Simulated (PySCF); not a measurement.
A calculated (M06-2X, PySCF 2.14, aug-cc-pVQZ-DK3, scalar relativity by spin-free X2C-1e) atom or ion has these occupied shells.

| shell | electrons | orbital energy (eV) | rms radius, mean of both spins (bohr) |
| --- | --- | --- | --- |
| 1s α | 1 | -90652.5 | 0.0178 |
| 1s β | 1 | -90652.3 | 0.0178 |
| 2s α | 1 | -16371.0 | 0.0718 |
| 2s β | 1 | -16370.9 | 0.0718 |
| 2p α | 3 | -14097.9 | 0.0663 |
| 2p β | 3 | -14097.9 | 0.0663 |
| 3s α | 1 | -3999.0 | 0.183 |
| 3s β | 1 | -3998.9 | 0.183 |
| 3p α | 3 | -3343.2 | 0.186 |
| 3p β | 3 | -3343.1 | 0.186 |
| 3d α | 5 | -2645.0 | 0.170 |
| 3d β | 5 | -2645.0 | 0.170 |
| 4s α | 1 | -948.62 | 0.402 |
| 4s β | 1 | -948.42 | 0.402 |
| 4p α | 3 | -731.09 | 0.428 |
| 4p β | 3 | -730.94 | 0.428 |
| 4d α | 5 | -471.30 | 0.454 |
| 4d β | 5 | -471.22 | 0.454 |
| 5s α | 1 | -189.68 | 0.882 |
| 5s β | 1 | -189.14 | 0.882 |
| 4f α | 7 | -186.96 | 0.480 |
| 4f β | 7 | -186.90 | 0.480 |
| 5p α | 3 | -125.59 | 1.01 |
| 5p β | 3 | -125.12 | 1.01 |
| 5d α | 5 | -51.231 | 1.31 |
| 5d β | 5 | -50.281 | 1.31 |
| 6s α | 1 | -36.612 | 2.17 |
| 6p α | 2 | -23.525 | 2.66 |

Q: Name the element and its charge.

A: Bi²⁺ (bismuth, charge +2), in [Xe] 4f14 5d10 6s1 6p2, high-spin 4P determinant (an excited configuration).
